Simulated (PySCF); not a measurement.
# He⁺ (helium, charge +1) across methods

3d1, 2D determinant (an excited configuration). Calculation: PySCF 2.14, in aug-cc-pVQZ with one added diffuse shell each of s, p, d, f type (6s5p4d3f, 62 functions); no relativity, point nucleus.

```csv
method,E (hartree),mean ε 3d α (eV),Σ⟨r²⟩ (bohr²),⟨S²⟩
M06-L,-0.2361,-4.175,16.55,0.750
PBE0,-0.2190,-4.344,16.59,0.750
TPSSh,-0.2203,-4.075,16.60,0.750
LDA,-0.2111,-3.598,16.67,0.750
CAM-B3LYP,-0.2110,-4.943,16.51,0.750
UHF,-0.19135,-5.207,16.51,0.750
r2SCAN,-0.2150,-3.843,16.64,0.750
B3LYP,-0.2249,-4.299,16.56,0.750
```

(1) Estimate the same row for PBE.

For one electron the Hartree and exchange-correlation energies should cancel; what remains is the self-interaction error. The outer electron is Rydberg-like, and this basis confines it to a smaller radius and binds it less than a complete one would.

Results:

(1) E (hartree) = -0.2265; mean ε 3d α (eV) = -3.990; Σ⟨r²⟩ (bohr²) = 16.62; ⟨S²⟩ = 0.750.
